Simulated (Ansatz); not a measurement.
Start from `C[O][Sn][NH2]` and change one atom or group to get `C[O][Sn][F]`.

Ansatz, PBE0-D4/def2-TZVP geometries, multiplicity 1. Each molecule was computed in one conformer, which needn't be the lowest.

Elements past krypton have def2 core potentials.

| property | `C[O][Sn][NH2]` |
| --- | --- |
| size of the dipole moment (PBE/def2-TZVPP) / D | 1.85 |
| zero-point energy (PBE0-D4/def2-TZVP) / kJ/mol | 173.3 |
| HOMO energy (PBE/def2-TZVPP) / eV | -5.83 |
| size of the dipole moment (B3LYP/def2-TZVPP) / D | 1.87 |
| ideal-gas entropy at 298 K and 1 bar (rigid rotor, harmonic PBE0-D4/def2-TZVP) / J/(mol·K) | 342 |
| LUMO energy (B3LYP/def2-TZVPP) / eV | -1.77 |

Task: Give the same properties after the change, and the shifts. (An estimate is asked.)

Result: Computed: 
| property | `C[O][Sn][F]` | shift |
| --- | --- | --- |
| size of the dipole moment (PBE/def2-TZVPP) / D | 1.62 | -0.23 |
| zero-point energy (PBE0-D4/def2-TZVP) / kJ/mol | 112.9 | -60.4 |
| HOMO energy (PBE/def2-TZVPP) / eV | -6.49 | -0.66 |
| size of the dipole moment (B3LYP/def2-TZVPP) / D | 1.84 | -0.03 |
| ideal-gas entropy at 298 K and 1 bar (rigid rotor, harmonic PBE0-D4/def2-TZVP) / J/(mol·K) | 332 | -10 |
| LUMO energy (B3LYP/def2-TZVPP) / eV | -2.52 | -0.75 |

With PBE0 the HOMO falls by 0.61 eV and the LUMO falls by 0.73 eV, so the gap narrows by about 0.12 eV. PBE moves the HOMO by -0.66 eV and ωB97M-V by -0.67 eV. The zero-point energy changes by -60.4 kJ/mol with -6 modes. Dipoles are sizes alone; their direction can turn.

B3LYP here is the variant with VWN-RPA as its local correlation; programs differ in this.
